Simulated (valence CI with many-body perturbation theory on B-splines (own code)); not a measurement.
The numbers below are computed, except where a source is named.
Energy levels of Yb38+

Method: valence CI with perturbative core correlation (CI+MBPT): four valence electrons over a frozen Dirac-Fock core [Ar] 3d10, a basis of 11 s, 11 p, 10 d, 8 f, 5 g, 2 h functions for each j, with the one-electron correlation potential Σ1, the two-electron term Σ2, the three-electron term Σ3, Breit, model QED; selected CI, second order for the rest, scaled by the run's own slope (own B-spline code, finite nucleus).

No measured spectrum was set against this ion. As an estimate, large intervals hold to a few tenths of a per cent, small ones and those within an open d or f shell to about a per cent. Among the levels kept, up to 410 cm⁻¹ of a level comes from second order outside the variational space, and about a tenth of that is noise between levels of different J, which matters for small intervals.

Levels 46 to 90 of 190, with energies above the lowest level, (4s^2 4p1/2^2) J=0. "Leading %" is the weight of the configuration and term that name the level; weights of strongly mixed levels are sums over their largest components and can fall short. In the jj column 3d3/2^4 stands for four electrons in 3d with j = 3/2.

```tsv
No.	Configuration	Term	J	E (Ry)	Leading %	Second component	Leading jj
46	4s.4p2.4d	3G	5	27.620	51	48 % 4s.4p2.4d 5F	4s 4p1/2 4p3/2 4d5/2 (96 %)
47	4s.4p2.4d	3P	2	27.650	30	18 % 4s.4p2.4d 5D	4s 4p1/2 4p3/2 4d5/2 (82 %)
48	4s.4p2.4d	3P	1	27.860	28	25 % 4s.4p2.4d 3D	4s 4p1/2 4p3/2 4d5/2 (48 %)
49	4s.4p2.4d	5D	3	27.965	21	21 % 4s.4p2.4d 3F	4s 4p1/2 4p3/2 4d5/2 (65 %)
50	4s2.4p.4f	3F	2	27.974	23	16 % 4s.4p2.4d 3F	4s^2 4p1/2 4f5/2 (46 %)
51	4s2.4p.4f	3G	4	28.220	21	18 % 4s.4p2.4d 3F	4s 4p1/2 4p3/2 4d5/2 (48 %)
52	4s.4p2.4d	3D	3	28.258	41	14 % 4s2.4p.4f 3D	4s 4p1/2 4p3/2 4d5/2 (74 %)
53	4s.4p2.4d	1D	2	28.270	27	15 % 4p4 3P	4s 4p1/2 4p3/2 4d5/2 (65 %)
54	4s.4p2.4d	3D	1	28.358	39	20 % 4s.4p2.4d 3P	4s 4p1/2 4p3/2 4d3/2 (82 %)
55	4s.4p2.4d	3D	3	28.600	48	31 % 4s.4p2.4d 3F	4s 4p1/2 4p3/2 4d5/2 (74 %)
56	4s.4p2.4d	3P	0	28.636	83	6 % 4s2.4d2 3P	4s 4p1/2 4p3/2 4d3/2 (77 %)
57	4s.4p2.4d	1G	4	28.638	53	25 % 4s.4p2.4d 3F	4s 4p1/2 4p3/2 4d5/2 (84 %)
58	4s2.4p.4f	3G	3	28.672	41	15 % 4s.4p2.4d 1F	4s^2 4p1/2 4f5/2 (58 %)
59	4s.4p2.4d	3D	1	29.023	61	14 % 4s.4p2.4d 1P	4s 4p1/2 4p3/2 4d5/2 (91 %)
60	4s.4p2.4d	3F	2	29.234	17	15 % 4s.4p2.4d 3P	4s 4p1/2 4p3/2 4d3/2 (39 %)
61	4s.4p2.4d	3G	3	29.430	16	15 % 4s.4p2.4d 3F	4s 4p1/2 4p3/2 4d5/2 (56 %)
62	4s.4p2.4d	3P	1	29.447	38	29 % 4s.4p2.4d 3S	4s 4p1/2 4p3/2 4d5/2 (93 %)
63	4s.4p2.4d	3G	4	29.448	26	18 % 4s2.4p.4f 1G	4s^2 4p1/2 4f7/2 (44 %)
64	4s.4p2.4d	3D	2	29.519	48	20 % 4s.4p2.4d 1D	4s 4p1/2 4p3/2 4d5/2 (87 %)
65	4s.4p2.4d	1S	0	29.542	42	40 % 4s.4p2.4d 3P	4s 4p1/2 4p3/2 4d5/2 (75 %)
66	4s.4p2.4d	3F	3	29.847	20	15 % 4s.4p2.4d 1F	4s 4p1/2 4p3/2 4d5/2 (60 %)
67	4s.4p2.4d	3F	2	29.876	26	20 % 4s.4p2.4d 3D	4s 4p1/2 4p3/2 4d5/2 (54 %)
68	4p4	1D	2	30.145	35	15 % 4s.4p2.4d 3D	4p1/2 4p3/2^3 (38 %)
69	4p4	3P	1	30.230	52	28 % 4s.4p2.4d 1P	4p1/2 4p3/2^3 (52 %)
70	4s2.4d2	3F	2	31.923	27	19 % 4s.4p2.4d 3D	4s 4p3/2^2 4d3/2 (61 %)
71	4s.4p2.4d	5P	1	31.958	30	16 % 4s.4p2.4d 3P	4s 4p3/2^2 4d3/2 (78 %)
72	4s.4p2.4d	5D	3	31.959	18	18 % 4s.4p2.4d 3D	4s 4p3/2^2 4d3/2 (67 %)
73	4s2.4d2	3F	2	32.008	31	21 % 4s2.4d2 1D	4s^2 4d3/2^2 (59 %)
74	4s.4p2.4d	3F	4	32.078	28	24 % 4s.4p2.4d 5D	4s 4p3/2^2 4d3/2 (40 %)
75	4s2.4d2	3P	0	32.287	53	28 % 4s.4p2.4d 3P	4s^2 4d3/2^2 (53 %)
76	4s.4p2.4d	3F	4	32.420	39	14 % 4s2.4d2 1G	4s 4p3/2^2 4d5/2 (39 %)
77	4s.4p2.4d	5F	5	32.470	48	40 % 4s.4p2.4d 3G	4s 4p3/2^2 4d5/2 (87 %)
78	4s2.4p.4f	1F	3	32.682	18	18 % 4s2.4p.4f 3F	4s^2 4p3/2 4f5/2 (50 %)
79	4s.4p2.4d	3P	0	32.721	42	17 % 4s.4p2.4d 1S	4s 4p3/2^2 4d5/2 (61 %)
80	4s2.4d2	1G	4	32.838	31	29 % 4s2.4p.4f 3G	4s^2 4d3/2 4d5/2 (38 %)
81	4s2.4p.4f	3F	2	32.996	19	19 % 4s2.4p.4f 3D	4s^2 4p3/2 4f5/2 (44 %)
82	4s.4p2.4d	3D	1	33.039	48	36 % 4s2.4p.4f 3D	4s 4p3/2^2 4d3/2 (61 %)
83	4s2.4d2	3F	3	33.192	52	8 % 4s.4p2.4d 3D	4s^2 4d3/2 4d5/2 (52 %)
84	4s2.4d2	3P	1	33.265	23	16 % 4s.4p2.4d 3D	4s 4p3/2^2 4d3/2 (52 %)
85	4s.4p2.4d	3D	2	33.266	28	19 % 4s2.4d2 3P	4s 4p3/2^2 4d3/2 (43 %)
86	4s2.4p.4f	3D	3	33.477	25	15 % 4s.4p2.4d 3D	4s^2 4p3/2 4f7/2 (48 %)
87	4s2.4d2	1D	2	33.481	23	14 % 4s2.4d2 3P	4s^2 4d5/2^2 (39 %)
88	4s2.4d2	3P	1	33.614	29	23 % 4s.4p2.4d 3S	4s 4p3/2^2 4d5/2 (40 %)
89	4s.4p2.4d	3P	0	33.663	53	15 % 4s2.4d2 3P	4s 4p3/2^2 4d3/2 (60 %)
90	4p3.4d	3F°	2	33.764	32	18 % 4p3.4d 3D°	4p1/2^2 4p3/2 4d3/2 (89 %)
```

Where two levels of one J and parity lie close, their mixing, g and order are uncertain.
